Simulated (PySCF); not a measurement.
**BiN: a composite coupled-cluster calculation**

State: ¹Σ⁺, singlet, closed shell. De refers to Bi + N. RHF-based CCSD(T) in PySCF 2.14 with Bi cc-pwCVDZ-PP with ECP60, N aug-cc-pVDZ and Bi cc-pwCVTZ-PP with ECP60, N aug-cc-pVTZ (frozen core orbitals: 5; scalar-relativistic core potentials). Correlation energies are extrapolated as n⁻³ (n = 2, 3), Hartree–Fock as (n+1)·exp(−9√n). CV is the change on freezing 4 orbitals instead, in Bi cc-pwCVTZ-PP with ECP60, N cc-pwCVTZ.

| Level | Re (Å) | ωe (cm⁻¹) | ωexe (cm⁻¹) | αe (cm⁻¹) | De (eV) |
| --- | --- | --- | --- | --- | --- |
| CCSD(T)/DZ | 1.9521 | 733.0 | 4.65 | 0.00239 | 2.494 |
| CCSD(T)/TZ | 1.9277 | 777.5 | 4.11 | 0.00221 | 2.925 |
| HF/CBS | 1.8415 | 1005.5 | 2.70 | 0.00155 | -2.414 |
| MP2/CBS | 2.0217 | 535 | n/a | 0.00375 | 4.329 |
| CCSD/CBS | 1.8921 | 863.8 | 3.27 | 0.00187 | 2.262 |
| CCSD(T)/CBS | 1.9220 | 789.3 | 3.95 | 0.00215 | 3.073 |
| CCSD(T)/CBS+CV | 1.9206 | 791.2 | 3.92 | 0.00215 | 3.076 |

Problem. How much is left between CCSD(T)/TZ and the basis-set limit, and how much do the triples give at the limit?

Solution. CCSD(T)/CBS less CCSD(T)/TZ: -5.7 mÅ in Re, +11.8 cm⁻¹ in ωe and +0.148 eV in De. CCSD(T)/CBS less CCSD/CBS: +29.9 mÅ in Re, -74.5 cm⁻¹ in ωe and +0.811 eV in De.

Problem. What do the later terms add?

Solution. CV: -1.4 mÅ in Re, +1.9 cm⁻¹ in ωe and +0.003 eV in De, each against the row above.

The T1 diagnostic is 0.022, large enough to doubt a single reference. The open-shell atoms are computed with UHF. Spin–orbit coupling, excitations beyond (T) and corrections to the Born–Oppenheimer picture are left out, and spin–orbit coupling matters for open p, d or f shells this heavy.

The whole job (state search and all basis sets along the bond) took about 15 min on 4 threads of Arm Neoverse V1 (shared host), peak memory 4.9 GiB.
